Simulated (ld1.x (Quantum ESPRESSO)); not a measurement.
## Transferability test, TM potential for iron (Fe)

iron (Fe), norm-conserving Troullier–Martins (Kleinman–Bylander form), made with ld1.x (Quantum ESPRESSO) 7.5 (PBEsol, scalar-relativistic). Core [Ar], reference 3d6 4s1 4p1. Waves: 4s (bound): rc 2.05 bohr; 3d (bound): rc 1.40 bohr; 4f channel at -0.05 Ry: rc 2.50 bohr; 4p (bound): rc 2.65 bohr. Local part: the p channel. Core correction: none.

Energies are relative to the spin-unpolarised reference configuration 3d6 4s1 4p1; without spin polarisation the order of configurations can differ from experiment. The frozen-core shift is the all-electron ΔE with the core orbitals held at their reference shape minus the fully relaxed ΔE.

```csv
valence configuration,charge,ΔE all-electron (eV),error AE − PS (meV),frozen-core shift (meV)
3d6 4s2 4p0,0,-4.134,-7.7,+0.2
3d6 4s1 4p0,+1,4.610,-9.5,+0.9
3d6 4s0 4p0,+2,20.726,+14,+6.9
3d4 4s0 4p0,+4,107.963,-1592,+1613
3d5 4s2 4p1,0,4.642,-595,+176
```

(1) What are ΔE and the potential's error for 3d6 4s0 4p2?

(2) What are ΔE and the potential's error for 3d7 4s0 4p0?

Note: ghost state, extra bound levels that the all-electron valence spectrum of the same l lacks: s at -18.3 eV. A true bound ghost makes a file unfit for plane-wave use.

Answers

(1) ΔE = 4.355 eV all-electron; the error (AE − PS) is +1.1 meV.

(2) ΔE = 2.458 eV all-electron; the error (AE − PS) is -374 meV.

ld1.x printed “convergence not achieved” for 3 of the counted tests; their residual had stalled under 1e-8, short of the target of 1e-14.
